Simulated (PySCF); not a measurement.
Compound: C6H11FP2.
SMILES with atom numbers: `[CH3:1][CH:2]=[P@:3]1([PH2:4])[CH:5]=[C:6]([F:7])[CH2:8][CH2:9]1` (hydrogens: H10, H11, H12 on C1; H13 on C2; H14, H15 on P4; H16 on C5; H17, H18 on C8; H19, H20 on C9)

Method: TDDFT CAM-B3LYP/def2-SVPD, vertical, gas phase, core orbitals frozen in the response (PySCF). Isolated species at its PBE0-D3(BJ)/def2-SVP geometry (one conformer only).

Computed states:

```json
{"state": "S1", "E (eV)": "3.69", "f": "0.0097"}
{"state": "S2", "E (eV)": "4.18", "f": "0.014"}
{"state": "S3", "E (eV)": "4.36", "f": "0.119"}
{"state": "S4", "E (eV)": "4.66", "f": "0.273"}
{"state": "S5", "E (eV)": "5.05", "f": "0.0068"}
{"state": "S6", "E (eV)": "5.32", "f": "0.026"}
{"state": "S7", "E (eV)": "5.47", "f": "0.0005"}
{"state": "S8", "E (eV)": "5.67", "f": "0.010"}
{"state": "S9", "E (eV)": "6.05", "f": "0.011"}
{"state": "S10", "E (eV)": "6.12", "f": "0.0047"}
```

Each state is given a Gaussian of 0.5 eV full width at half maximum, with ε(max) = 2.175×10⁸ f / Δν̃ (Δν̃ the width in cm⁻¹). The width is an assumption, not a result. The curve ends short of the highest state used, and states not computed would add to its high-energy end.

(1) What does the envelope look like, and where are its maxima?

(2) On this curve, what absorbance would a 10⁻⁵ mol/L sample give at 355 nm over a 1 cm path?

(3) Coming from long wavelengths, where does ε first pass 100 L mol⁻¹ cm⁻¹?

Results:

(1) 
(E (eV), ε (L mol⁻¹ cm⁻¹)): (2.94, 1), (3.01, 3), (3.09, 10), (3.16, 23), (3.23, 50), (3.31, 106), (3.38, 181), (3.46, 295), (3.53, 405), (3.60, 510), (3.68, 615), (3.75, 718), (3.82, 897), (3.90, 1321), (3.97, 2013), (4.04, 3099), (4.12, 4857), (4.19, 6792), (4.26, 8988), (4.34, 11644), (4.41, 13914), (4.49, 16121), (4.56, 17326), (4.63, 17472), (4.71, 16101), (4.78, 13723), (4.85, 10747), (4.93, 7395), (5.00, 5045), (5.07, 3450), (5.15, 2459), (5.22, 2077), (5.30, 1889), (5.37, 1765), (5.44, 1611), (5.52, 1401)

Maxima: 269 nm (4.60 eV), ε about 18000, made up of S3 (18%) and S4 (81%) (ε in L mol⁻¹ cm⁻¹; maxima over ε = 5, shares over 10%).

(2) 355 nm is 3.493 eV, where ε is about 350 L mol⁻¹ cm⁻¹, so A = ε c l ≈ 0.0035 (Beer–Lambert, with the gas-phase spectrum and the assumed width).

(3) At about 375 nm (3.30 eV), 0.39 eV below S1.

All these states lie below the vertical ionisation energy of 6.42 eV (ΔSCF).
